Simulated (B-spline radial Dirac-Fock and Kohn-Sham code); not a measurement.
# Compton profile of Sn²⁺

System: tin as Sn²⁺ in the configuration 1s2 2s2 2p6 3s2 3p6 3d10 4s2 4p6 4d10 5s2, inside a Watson sphere of charge -2 and radius 1.8 Å (a model of the Madelung potential; inside it an electron's potential energy is raised by 16.0 eV).

These are calculated numbers from a B-spline atomic structure program; the model is the impulse approximation on configuration-average Dirac-Fock orbitals. pz is in atomic units of momentum; subshell profiles are per electron, for a selection of subshells; open shells are spread over both j values by their weights.

```csv
pz,J total,J 2p3/2,J 4p3/2,J 5s1/2
0.3,6.822,0.0304,0.216,0.678
0.4,6.442,0.0304,0.215,0.501
0.5,6.096,0.0304,0.214,0.345
0.6,5.812,0.0304,0.213,0.225
0.8,5.423,0.0304,0.208,0.0911
1,5.167,0.0304,0.199,0.0496
1.2,4.927,0.0304,0.186,0.0434
1.4,4.648,0.0304,0.169,0.0429
1.6,4.324,0.0304,0.150,0.0394
1.8,3.975,0.0304,0.129,0.0326
2,3.620,0.0304,0.109,0.0247
2.5,2.819,0.0304,0.0633,0.00969
3,2.226,0.0303,0.0333,0.00394
4,1.565,0.0301,0.0112,0.00270
5,1.241,0.0297,0.00919,0.00216
7,0.8329,0.0282,0.00661,0.000525
10,0.4578,0.0240,0.00141,0.000194
15,0.1979,0.0151,0.000436,8.74e-05
20,0.1002,0.00803,0.000346,1.63e-05
30,0.03379,0.00194,9.38e-05,5.43e-06
40,0.01450,0.000485,2.24e-05,4.02e-06
60,0.003767,4.55e-05,1.94e-06,1.17e-06
100,0.0004901,1.53e-06,< 1e-6,< 1e-6
```

**Question.** What is the peak value J(0), and which subshell contributes most to it?

**Answer.** J(0) = 7.536. The 5s1/2 subshell gives the largest part, 27 %.

Mean momentum ⟨p⟩ by subshell (a.u.): 1s1/2 45.8, 2s1/2 16.2, 2p1/2 21.6, 2p3/2 20.6, 3s1/2 7.80, 3p1/2 9.31, 3p3/2 9.00, 3d3/2 10.7, 3d5/2 10.6, 4s1/2 3.52, 4p1/2 3.86, 4p3/2 3.74, 4d3/2 3.67, 4d5/2 3.62, 5s1/2 1.08.
